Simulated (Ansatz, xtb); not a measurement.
Ranking isomers of C4H5BOS

6 gas-phase structures of C4H5BOS, from a drawn sample of its isomers (lower ones may exist). Each was relaxed with GFN2-xTB:

A. `Bc1cc(S)co1`, a singlet
B. `Bc1ccc(S)o1`, a singlet
C. `Bc1coc(S)c1`, a singlet
D. `Bc1cocc1S`, a singlet
E. `Bc1ccoc1S`, a singlet
F. `Bc1occc1S`, a singlet

**Question.** Estimate their order in r2SCAN-D4/def2-SVP//GFN2-xTB energy at these geometries, lowest first.

**Answer.** Calculated order at r2SCAN-D4/def2-SVP//GFN2-xTB: F (0.0), B (0.3), E (4.0), A (4.2), D (6.0), C (7.1) kcal/mol. Less than 1 kcal/mol parts F and B; E and A, so the order within those pairs means little.

Energies above the lowest of each column, in kcal/mol; the last columns are at r2SCAN-D4/def2-SVP geometries:

```csv
structure,GFN2-xTB,HF/STO-3G,r2SCAN-D4/def2-SVP//GFN2-xTB,r2SCAN-D4/def2-SVP,CCSD(T)/def2-SVP + ΔMP2/def2-TZVPP
F,0.0,1.7,0.0,0.0,0.0
B,0.8,0.0,0.3,0.3,0.5
E,3.0,2.7,4.0,3.8,2.0
A,2.8,4.3,4.2,3.9,2.0
D,4.3,6.0,6.0,5.9,3.6
C,5.5,4.4,7.1,6.0,2.9
```

CCSD(T)/def2-SVP + ΔMP2/def2-TZVPP has B and F within 1 kcal/mol of each other at the bottom, and every level picks one of them. CCSD(T)/def2-SVP + ΔMP2/def2-TZVPP orders those it was run on as F (0.0), B (0.5), E (2.0), A (2.0), C (2.9), D (3.6) kcal/mol. Less than 1 kcal/mol parts F and B; E and A; A and C; C and D, so the order within those pairs means little. Flexible structures stand in one conformer each, not always the lowest. ΔMP2 is the change of the MP2 energy from the smaller to the larger basis.

Over these structures GFN2-xTB departs from r2SCAN-D4/def2-SVP//GFN2-xTB by 0.8 kcal/mol on average once a common shift is removed. A GFN2-xTB relaxation took about 0.2 s and the r2SCAN-D4/def2-SVP//GFN2-xTB energy about 1.8 s on a shared host (Ansatz 0.2.0, xtb 6.7.1).
